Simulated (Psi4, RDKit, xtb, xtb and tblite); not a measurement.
Relaxed torsion scan: C12H9Cl, SMILES Clc1cccc(-c2ccccc2)c1. Scanned: dihedral C5–C6–C7–C8; all other coordinates were relaxed at GFN2-xTB. Points at φ and −φ are mirror images.

Atom numbering (GFN2-xTB optimised geometry, Å):
```
22

Cl    -3.5301     2.3444    -1.6061
C     -2.7453     1.0907    -0.7055
C     -3.5112     0.1739    -0.0042
C     -2.8697    -0.8252     0.7078
C     -1.4897    -0.9078     0.7165
C     -0.7206     0.0162     0.0124
C      0.7484    -0.0636     0.0202
C      1.5209     1.0892     0.1401
C      2.9012     1.0123     0.1505
C      3.5315    -0.2154     0.0350
C      2.7727    -1.3674    -0.0876
C      1.3922    -1.2937    -0.0917
C     -1.3640     1.0233    -0.7024
H     -4.5873     0.2428    -0.0167
H     -3.4559    -1.5433     1.2615
H     -1.0004    -1.6816     1.2888
H      1.0342     2.0475     0.2474
H      3.4882     1.9137     0.2502
H      4.6098    -0.2741     0.0403
H      3.2592    -2.3273    -0.1820
H      0.8051    -2.1934    -0.2047
H     -0.7893     1.7388    -1.2699
```

- PBE/def2-SVP // GFN2-xTB (Psi4)
- GFN2-xTB (xtb and tblite)
- GFN1-xTB // GFN2-xTB (xtb)
- PBE0/def2-SVP // GFN2-xTB (Psi4)
- MMFF94 // GFN2-xTB (RDKit)
- PBE-D3(BJ)/def2-SVP // GFN2-xTB (Psi4)

Energies in mEh, each method relative to its own lowest point.

```csv
φ / °,PBE/def2-SVP,GFN2-xTB,GFN1-xTB,PBE0/def2-SVP,MMFF94,PBE-D3(BJ)/def2-SVP
-160,0.6,1.7,1.2,0.9,4.1,0.5
-140,0.0,0.0,0.0,0.0,0.8,0.0
-120,1.7,0.9,1.0,1.5,0.0,1.8
-100,3.9,2.6,2.5,3.5,0.4,4.1
-80,3.9,2.6,2.5,3.5,0.4,4.1
-60,1.7,0.9,1.0,1.5,0.0,1.8
-40,0.0,0.0,0.0,0.0,0.8,0.0
-20,0.6,1.7,1.2,0.9,4.1,0.6
0,1.6,4.2,2.9,2.3,7.4,1.6
20,0.6,1.7,1.2,0.9,4.1,0.6
40,0.0,0.0,0.0,0.0,0.8,0.0
60,1.7,0.9,1.0,1.5,0.0,1.8
80,3.9,2.6,2.5,3.5,0.4,4.1
100,3.9,2.6,2.5,3.5,0.4,4.1
120,1.7,0.9,1.0,1.5,0.0,1.8
140,0.0,0.0,0.0,0.0,0.8,0.0
160,0.6,1.7,1.2,0.9,4.1,0.5
180,1.6,4.2,2.9,2.3,7.4,1.6
```

Root-mean-square difference from the PBE-D3(BJ)/def2-SVP profile, itself a level with limits, after the best constant shift (mEh): PBE/def2-SVP 0.1, GFN2-xTB 1.3, GFN1-xTB 1.0, PBE0/def2-SVP 0.4, MMFF94 3.2.
